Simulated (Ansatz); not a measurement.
`C[S][Ti]([F])([F])[Cl]` + HCl → `[F][Ti]([F])([Cl])[Cl]` + CH₃SH at 298.15 K and 1 bar (ligand exchange at a Ti–S bond).

Program: Ansatz. Geometries: PBE0-D4/def2-TZVP. ΔE: electronic, gas phase. CBS: MP2 limit from def2 TZ/QZ plus the TZ coupled-cluster correction, frozen cores. This one scheme is used for every species. For Ti outer-core shells are correlated without core-valence functions, which leaves a few kJ/mol of doubt a bond. Scalar relativity is left out up to krypton. One conformer a species, not always the lowest.

```json
{"species": "`C[S][Ti]([F])([F])[Cl]`", "CCSD(T)/CBS energy (Eh)": "-1946.16025", "H − E (kJ/mol)": "145.2", "S (J/(mol·K))": "409.4"}
{"species": "HCl", "CCSD(T)/CBS energy (Eh)": "-460.38127", "H − E (kJ/mol)": "26.6", "S (J/(mol·K))": "186.8"}
{"species": "`[F][Ti]([F])([Cl])[Cl]`", "CCSD(T)/CBS energy (Eh)": "-1968.32938", "H − E (kJ/mol)": "40.0", "S (J/(mol·K))": "344.7"}
{"species": "CH₃SH", "CCSD(T)/CBS energy (Eh)": "-438.22835", "H − E (kJ/mol)": "133.0", "S (J/(mol·K))": "253.2"}
```

H − E and S are ideal-gas, rigid-rotor, harmonic terms from PBE0-D4/def2-TZVP, for one conformer and one mirror image of each species. 1 Eh = 2625.50 kJ/mol, R = 8.31446 J/(mol·K).

**Question.** By hand: ΔE, ΔH, ΔS and ΔG.

**Answer.** ΔE = (-1968.32938) + (-438.22835) − (-1946.16025) − (-460.38127) = -0.01621 Eh = -42.6 kJ/mol. Δ(H − E) = 40.0 + 133.0 − 145.2 − 26.6 = 1.2, so ΔH = -41.4 kJ/mol. ΔS = 344.7 + 253.2 − 409.4 − 186.8 = 1.7 J/(mol·K). ΔG = -41.4 − 298.15 × (1.7)/1000 = -41.9 kJ/mol.

**Question.** By hand: the equilibrium constant, and the temperature at which ΔG would vanish if ΔH and ΔS stayed fixed.

**Answer.** log₁₀ K = −ΔG/(RT ln 10) = 7.3. ΔH and −TΔS have one sign here, so there is no such temperature.

The number of gas molecules stays the same, so ΔS is small and ΔH decides. A doubt of 5 kJ/mol in ΔE shifts log₁₀ K by 0.9 here. Other conformers and mirror images would add mixing entropy, several J/(mol·K) or more a flexible species. Modes under 60 cm⁻¹, often nearly free rotors, make the harmonic entropy too high. These are equilibria of isolated gas molecules and say nothing of rates. Largest T1 diagnostic: 0.025 (customary marks: 0.02 for closed shells, 0.045 for open ones).

ΔS is within the doubt of such terms, so its sign, and with it that verdict, could turn.
